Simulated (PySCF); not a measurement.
A series of related compounds: SMILES Cc1cc(C#N)ccp1, C7H6NP; SMILES Cc1cc(N(C)C)ccp1, C8H12NP; `CSc1ccpc(C)c1`, C7H9PS; `Cc1cc(F)ccp1`, C6H6FP; `c1c(C)pccc1[SiH3]`, C6H9PSi; `C1=CC(C(C)C)=CC(C)=P1`, C9H13P; `InChI=1S/C7H9P/c1-6-3-4-8-7(2)5-6/h3-5H,1-2H3`; `Cc1cc(C=O)ccp1`, C7H7OP.

- GFN2-xTB structure
- shielding tensors at PBE0/pcSseg-1 (GIAO)
- program: PySCF 2.14
- relativity neglected, isolated molecule, single conformer, equivalent nuclei averaged

Chemical shifts δ = σref − σ; ³¹P (318.38 ppm) vs H3PO4, all at this level.

**Question.** How does the ³¹P shift change along the series?

**Answer.** 
```
         compound                change  δ (ppm)  HOMO–LUMO gap (eV)
   Cc1cc(C#N)ccp1    iPr replaced by CN    255.9                5.07
 Cc1cc(N(C)C)ccp1  iPr replaced by NMe2    146.6                4.87
    CSc1ccpc(C)c1  iPr replaced by SCH3    194.7                4.81
     Cc1cc(F)ccp1     iPr replaced by F    202.1                5.57
Cc1cc([SiH3])ccp1  iPr replaced by SiH3    233.6                5.40
 Cc1cc(C(C)C)ccp1                  base    211.9                5.49
     Cc1ccpc(C)c1   iPr replaced by CH3    207.7                5.49
   Cc1cc(C=O)ccp1   iPr replaced by CHO    273.4                4.88
```
